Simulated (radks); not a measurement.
The mean radii <r> (bohr) of the occupied orbitals of an atom or ion are listed with their occupations. Method: scalar-relativistic Kohn-Sham, r2SCAN, spin-polarised, spherical densities, finite nucleus; meta-GGA in the generalised Kohn-Sham scheme; Fermi nuclear charge, rms radius of each element as measured or else 0.836 A^(1/3) + 0.57 fm; computed with a radial shooting solver on a logarithmic mesh with Libxc functionals.

| orbital | occ. | <r> |
|---|---|---|
| 1s up | 1 | 0.5082 |
| 2s up | 1 | 2.771 |
| 2p up | 1 | 2.886 |

Name the element and its charge. Open shells, if any, are filled with parallel spins first.

Answer. Z = 3, lithium, charge 0: Li in 1s1 2s1 2p1. The 1s radius gives Z: for a bare nucleus <r> = (2 gamma + 1)/(2Z) with gamma = sqrt(1 - (Z/c)^2), 0.4999 bohr for Z = 3, and screening makes it slightly larger (0.5082 here). The occupations add up to 3, and the charge is Z minus that.
